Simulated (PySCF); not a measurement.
Species: [TaO2(OH)2]- (charge -1 and singlet state).
Z-matrix (Å and degrees, PBE0-D3(BJ)/def2-SVP geometry), rows numbered from 1:
```
Ta
O   1  1.7746
O   1  1.7772  2  110.74
O   1  1.9864  2  109.94  3  -119.34
H   4  0.9605  1  117.18  2   133.72
O   1  1.9867  2  109.97  3   119.26
H   6  0.9605  1  116.97  2  -132.08
```

Level of theory: PBE0-D3(BJ)/def2-SVP geometry optimisation, gas phase, def2 core potentials past Kr in PySCF 2.14.0.

Take the most abundant isotopes and a rigid rotor. The values belong to one conformer.

Task: Give the principal moments of inertia and the rotational constants in cm⁻¹.

Result: Ia = 146.35, Ib = 162.38, Ic = 171.77 u·Å²; 505379 MHz·u·Å²/I gives 3453, 3112 and 2942 MHz, that is A = 0.11519, B = 0.10382, C = 0.09814 cm⁻¹.

Task: Classify the top.

Result: An asymmetric top: κ = (2 × 3112 − 3453 − 2942)/(3453 − 2942) = -0.33.

Task: What does the inertial defect say?

Result: Not planar: Δ = Ic − Ia − Ib = -136.96 u·Å². For a rigid frame Δ = −2 Σ m c², so Σ m c² = 68.48 u·Å² lies off the ab plane: 0.26 from hydrogen and 68.22 from heavier atoms. The atom farthest from that plane is 1.73 Å away.

Task: Give the other two planar moments, Paa and Pbb, and the rms extents of the mass along the axes.

Result: Paa = Σ m a² = (Ib + Ic − Ia)/2 = 93.90 and Pbb = Σ m b² = (Ia + Ic − Ib)/2 = 77.87 u·Å². With the mass M = 246.94 u, the rms extents √(P/M) along a, b and c are 0.62, 0.56, 0.53 Å.

Task: Give the coordinates in the principal-axis frame, origin at the centre of mass.

Result: The sense of each axis is arbitrary; atoms in the order of the calculation.
```csv
atom,mass (u),a (Å),b (Å),c (Å)
Ta1,180.948,0.000,-0.029,0.001
O2,15.995,0.001,-1.514,0.972
O3,15.995,-0.006,-0.411,-1.734
O4,15.995,1.631,1.037,0.392
H5,1.008,2.115,1.388,-0.359
O6,15.995,-1.626,1.040,0.399
H7,1.008,-2.125,1.371,-0.352
```

Task: Where do the levels up to J = 2 lie, in MHz?

Result: Above 0(0,0):
J = 1: 1(0,1) 6055, 1(1,1) 6396, 1(1,0) 6566
J = 2: 2(0,2) 18114, 2(1,2) 18335, 2(1,1) 18845, 2(2,1) 19868, 2(2,0) 19917
The levels of one J sum to (2J + 1)J(J + 1)(A + B + C)/3.

Task: Which lines would a microwave search look for?

Result: The dipole components (about the centre of mass, as the species is charged) are |μa| = 0.00 D, |μb| = 3.87 D, |μc| = 1.00 D; the mirror of this Cs structure is the bc plane, so μa vanishes by symmetry (the 0.01 D computed is a residue) and there are no a-type lines. Intensities carry the squares of the components, which stand as 1.00 : 0.07 (b : c). Some lines, for components of 0.1 D or more:

| type | branch | J(Ka,Kc) | MHz | lower level (cm⁻¹) |
| --- | --- | --- | --- | --- |
| c | Q | 1(1,1) ← 1(0,1) | 341 | 0.202 |
| b | Q | 1(1,0) ← 1(0,1) | 511 | 0.202 |
| b | Q | 2(1,1) ← 2(0,2) | 731 | 0.604 |
| c | Q | 2(2,1) ← 2(1,1) | 1023 | 0.629 |
| b | Q | 2(2,0) ← 2(1,1) | 1072 | 0.629 |
| b | Q | 2(2,1) ← 2(1,2) | 1533 | 0.612 |
| b | R | 1(1,1) ← 0(0,0) | 6396 | 0.000 |
| c | R | 1(1,0) ← 0(0,0) | 6566 | 0.000 |
| b | R | 2(0,2) ← 1(1,1) | 11719 | 0.213 |
| b | R | 2(1,2) ← 1(0,1) | 12280 | 0.202 |
| c | R | 2(1,1) ← 1(0,1) | 12790 | 0.202 |
| b | R | 2(2,1) ← 1(1,0) | 13302 | 0.219 |
| c | R | 2(2,0) ← 1(1,0) | 13352 | 0.219 |
| c | R | 2(2,1) ← 1(1,1) | 13472 | 0.213 |

Whether it is a minimum is left open (no frequencies). Constants of a rigid frame at the computed geometry: no zero-point averaging, no centrifugal distortion.

The run took 27 s wall on one thread, x86-64 server (shared host). That covers the optimisation of the geometry.
